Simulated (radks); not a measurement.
Coulomb parameter of the 5d shell of the iridium ion Ir3+ in the model configuration [Xe] 4f14 5d5 6p1, as a second difference U = [E(n + 0.5) + E(n - 0.5) - 2 E(n)] / (0.5)^2 with all orbitals relaxed. "Bare": the charge of the atom changes with n. "Screened": the 6p shell takes up the change at fixed total charge, which measures U(5d,5d) + U(6p,6p) - 2 U(5d,6p). All-electron calculation, scalar-relativistic Kohn-Sham, r2SCAN, spin-unpolarised, spherical densities, finite nucleus; meta-GGA in the generalised Kohn-Sham scheme; Fermi nuclear charge, rms radius 5.4032 fm. Program: a radial shooting solver on a logarithmic mesh with Libxc functionals.

case                   configuration  E - E(n) (eV)
start              [Xe] 4f14 5d5 6p1          0.000
bare +0.5        [Xe] 4f14 5d5.5 6p1        -18.906
bare -0.5        [Xe] 4f14 5d4.5 6p1         22.206
screened +0.5  [Xe] 4f14 5d5.5 6p0.5         -8.275
screened -0.5  [Xe] 4f14 5d4.5 6p1.5          8.771

U(bare) = 13.200 eV, U(screened by 6p) = 1.985 eV, against the Slater integral F0(5d,5d) = 16.421 eV with frozen orbitals.
